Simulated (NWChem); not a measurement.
# CH4Te; SMILES C[TeH]

Program: NWChem. Structure relaxed at the PBE0/def2-SVP level. Not confirmed as a minimum by frequencies. def2 effective core potentials on Te; no spin-orbit coupling. Ions are spin-unrestricted doublets at the neutral geometry; other ion states weren't tried.

For level PBE/def2-SVP:

| Quantity | Value |
|---|---|
| −ε(HOMO) (eV) | 4.88 |

**Question.** Estimate the same quantities for level CAM-B3LYP/def2-SVP.

**Answer.** The −ε(HOMO) (eV) comes out as 7.19.
